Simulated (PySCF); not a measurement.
## Two-component Hartree-Fock for Ti (titanium, neutral)

Start: [Ar] 3d2 4s2; 3d3/2 filled at m_j = +1/2, +3/2. Calculated with PySCF 2.14 in x2c-SVPall-2c: generalised Hartree-Fock with the X2C-1e Hamiltonian and a Gaussian nucleus; one run each with spin-orbit coupling (SO) switched off, then screened by Boettger's factors.

| spinor shell | electrons | ε, spin-free (eV) | ε, screened SO (eV) | weight of nominal j (screened SO) | rms radius, screened SO (bohr) |
| --- | --- | --- | --- | --- | --- |
| 1s1/2 | 2 | -5016.2 | -5016.2 | 1.000 | 0.0805 |
| 2s1/2 | 2 | -588.94 | -588.92 | 1.000 | 0.350 |
| 2p1/2 | 2 | -484.89 | -489.10 | 0.993 | 0.319 |
| 2p3/2 | 4 | -484.89 | -482.78 | 0.997 | 0.321 |
| 3s1/2 | 2 | -79.092 | -79.083 | 1.000 | 1.08 |
| 3p1/2 | 2 | -48.966 | -50.414 | 0.654 | 1.18 |
| 3p3/2 | 4 | -48.966 | -48.234 | 0.827 | 1.19 |
| 3d3/2 | 2 | -11.824 | -11.833 | 0.718 | 1.67 |
| 4s1/2 | 2 | -6.058 | -6.057 | 1.000 | 4.05 |

```tsv
quantity	spin-free	screened SO
E (hartree)	-852.62330	-852.62838
M_J	2	2
⟨J²⟩	8.016	7.883
⟨L²⟩	12.008	12.006
⟨S²⟩	2.007	2.007
```

The determinant has a definite M_J but mixes levels of different J.

Each row is a mean over spinors that exchange with the open shell spreads, by up to 7.244 eV (3p1/2).

Rows whose weight is well below 1 are mixtures of j = l ± 1/2: exchange outweighs spin-orbit coupling there, and the label is only the starting occupation.

Without spin-orbit coupling the j labels of p, d and f shells carry no meaning; the spin-free column gives the mean over the occupied spinors of each nl shell, and its ⟨J²⟩ belongs to a mixture of degenerate components.
